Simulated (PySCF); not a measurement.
A PySCF script (with the pyscf-properties extension) for the NMR shieldings of `InChI=1S/C8H15P/c1-4-9(7(2)3)8-5-6-8/h4,7-8H,1,5-6H2,2-3H3`, on a GFN2-xTB geometry:

```python
import basis_set_exchange as bse
import numpy as np
from pyscf import gto, dft
from pyscf.prop import nmr

atoms = """
C    -0.414955    2.838620   -1.235107
C    -0.170092    1.539689   -1.196501
P     0.021490    0.622866    0.371637
C    -1.247542   -0.716803    0.007781
C    -1.090092   -1.859559    1.003789
C    -2.646666   -0.115835    0.083252
C     1.522191   -0.316538   -0.134667
C     2.856352    0.335199    0.090549
C     2.445609   -0.824307    0.935174
H    -0.527073    3.412577   -0.329785
H    -0.515970    3.382408   -2.162035
H    -0.053636    0.965058   -2.111146
H    -1.066806   -1.091125   -1.008986
H    -0.097384   -2.299805    0.936844
H    -1.826540   -2.637828    0.807984
H    -1.236568   -1.495709    2.019160
H    -3.399675   -0.868964   -0.144971
H    -2.837564    0.268894    1.083606
H    -2.753115    0.705392   -0.624084
H     1.410253   -0.923907   -1.029396
H     3.629150    0.190517   -0.649927
H     2.870809    1.314596    0.546490
H     2.181727   -0.629649    1.964578
H     2.934361   -1.776020    0.783318
"""
names = dict.fromkeys(["C", "P", "H"], "pcSseg-1")
basis = {el: gto.basis.parse(bse.get_basis(n, elements=[el], fmt="nwchem")) for el, n in names.items()}
mol = gto.M(atom=atoms, basis=basis, charge=0, verbose=0)
mf = dft.RKS(mol, xc="PBE0")
mf.grids.level = 2
mf.grids.alignment = dft.numint.BLKSIZE   # the property module wants whole blocks of grid points
mf.conv_tol = 1e-9
mf.kernel()

calc = nmr.RKS(mf)   # GIAO
C = mf.mo_coeff
Co = C[:, mf.mo_occ > 0]
resp = mf.gen_response(singlet=True, hermi=2)
def vind(x):   # induced exchange potential for any number of trial vectors
    d = np.einsum("pi,xij,qj->xpq", C, 2 * x.reshape(-1, C.shape[1], Co.shape[1]), Co, optimize=True)
    return np.einsum("xpq,pi,qj->xij", resp(d - d.transpose(0, 2, 1)), C, Co, optimize=True).ravel()
mo1, _ = nmr.rhf.solve_mo1(calc, with_cphf=vind)
sigma = calc.kernel(mo1)
for i, s in enumerate(sigma):   # ppm
    print("%2d %-2s %9.2f" % (i, mol.atom_pure_symbol(i), np.trace(s) / 3))
```

**Question.** What does it print?

**Answer.** 
```
 0 C      48.54
 1 C      33.46
 2 P     330.26
 3 C     148.82
 4 C     165.60
 5 C     164.76
 6 C     171.79
 7 C     182.82
 8 C     179.15
 9 H      25.55
10 H      25.51
11 H      25.03
12 H      30.19
13 H      29.98
14 H      30.44
15 H      30.85
16 H      30.58
17 H      30.97
18 H      30.37
19 H      31.19
20 H      31.09
21 H      31.47
22 H      31.26
23 H      30.91
```

These numbers come from an equivalent density-fitted implementation of the same equations, which agrees with the script to about 0.01 ppm for H and up to a few tenths of a ppm for heavy atoms, so last digits may differ.

Size and cost of the density-fitted run: 235 basis functions, 51 s wall time on 1 thread of an Arm Neoverse V1, shared host; peak memory 1.1 GiB.
